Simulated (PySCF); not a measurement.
# How methods differ on the ionisation energy of Yb

Yb [Xe] 4f14 6s2 → Yb+ [Xe] 4f14 6s1 [6s1/2^1, M_J = 1/2], as a difference of total energies. All numbers are calculated (PySCF 2.14, the two-component X2C-1e Hamiltonian, in x2c-SVPall-2c with one added diffuse shell each of s, p, d, f type (8s11p10d4f1g, 128 functions)). Correlated levels: [Ar] 3d10 frozen; the 16 highest virtual spinors dropped. "Screened" scales the spin-orbit matrix elements by Boettger's factors to mimic the two-electron term; Breit and QED terms are absent.

```tsv
method	ionisation energy (eV)
GHF (spin-free)	5.127
GMP2 (spin-free)	6.100
GHF (screened spin-orbit)	5.130
GMP2 (screened spin-orbit)	6.105
```

**Question.** How much does correlation contribute at GMP2 (screened spin-orbit)?

**Answer.** 6.105 − (5.130) = 0.975 eV, measured against GHF (screened spin-orbit).

Errors of the correlated levels include the incompleteness of this basis and the frozen core.

For comparison: 6.254 eV (measured; NIST Atomic Spectra Database, ionization energies).
